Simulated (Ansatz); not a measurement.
Geometry optimisation, RKS PBE0-D4/def2-SVP in Ansatz 0.2.0.

Input:

```yaml
crystal:
  periodic: [false, false, false]
  atoms:
    - { symbol: Ti, position_ang: [-0.473679, 0.177934, 0.059149] }
    - { symbol: "N", position_ang: [1.6585, -0.407522, -0.001138] }
    - { symbol: O, position_ang: [-0.868885, -1.098302, -1.105397] }
    - { symbol: H, position_ang: [0.014819, -1.484655, -1.247599] }
    - { symbol: O, position_ang: [-0.762769, 1.816227, -0.567331] }
    - { symbol: O, position_ang: [-1.212499, -0.054806, 1.658948] }
    - { symbol: H, position_ang: [2.238346, 0.370005, -0.323892] }
    - { symbol: H, position_ang: [1.999176, -0.629184, 0.937233] }
    - { symbol: H, position_ang: [-0.937685, 2.123296, -1.462056] }
    - { symbol: H, position_ang: [-1.655324, -0.812993, 2.052182] }
basis:
  gaussian: { orbitals: def2-SVP }
hamiltonian:
  xc: pbe0
  dispersion: d4
relax:
  f_tol: 0.03
  max_steps: 50
```

Run as:

```bash
$ ansatz run input.yaml --threads 2 --pin off --max-ram 3072MiB --backend cpu --events-out ev --progress --plain --runs-dir out
```

Q: Where does it end, and by what steps?

A: The run converged. After 6 steps the energy has fallen by 0.840 eV; H4 moved furthest, 0.58 Å. Parted: Ti1–H4.

```
step  energy less start (eV)  largest force component (eV/Å)  accepted
   0                  0.0000                           2.791       yes
   1                 -0.6143                           0.790       yes
   2                 -0.7097                           0.675       yes
   3                 -0.8013                           0.549       yes
   4                 -0.7978                           1.117        no
   5                 -0.8353                           0.201       yes
   6                 -0.8401                           0.020       yes
```

```xyz
10
Properties=species:S:1:pos:R:3
Ti -0.262 0.139 0.064
N 1.583 -0.079 0.252
O -0.890 -1.081 -1.088
H -0.391 -1.757 -1.555
O -0.575 1.771 -0.607
O -1.023 -0.133 1.662
H 2.278 0.458 -0.260
H 2.018 -0.589 1.015
H -1.036 2.028 -1.410
H -1.702 -0.758 1.927
```

Whether the end is a true minimum wasn't checked by a vibrational analysis.

The run took 17 s on 2 threads of Intel(R) Xeon(R) 6975P-C (Granite Rapids), on a shared host, peak memory 0.29 GiB.
